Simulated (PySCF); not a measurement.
Computed IR spectrum (relative IR intensity) of a molecule C₃H₄ClFSi. The structure is a stationary point at PBE-D3(BJ)/def2-SVP. The values are those of a single conformer. These are PySCF with PBE-D3(BJ)/def2-SVP values and carry that method's errors. Frequencies are harmonic and unscaled.

Lines under 2 % of the strongest are left out, and lines within 2 cm⁻¹ are merged.

```csv
ν (cm⁻¹),relative intensity
329,2.1
421,16
487,6.2
529,3.2
581,4.0
632,9.3
694,18
728,21
770,21
798,12
926,95
1037,3.9
1122,60
1226,100
1639,64
2165,73
2176,67
2996,6.2
```

### Question
Which structure fits?
A) FC=C=C([SiH3])Cl
B) FC1=C(Cl)C[SiH2]1
C) C#C[Si@](C)(F)Cl
D) C#C[C@@H](F)[SiH2]Cl

### Answer
B, FC1=C(Cl)C[SiH2]1
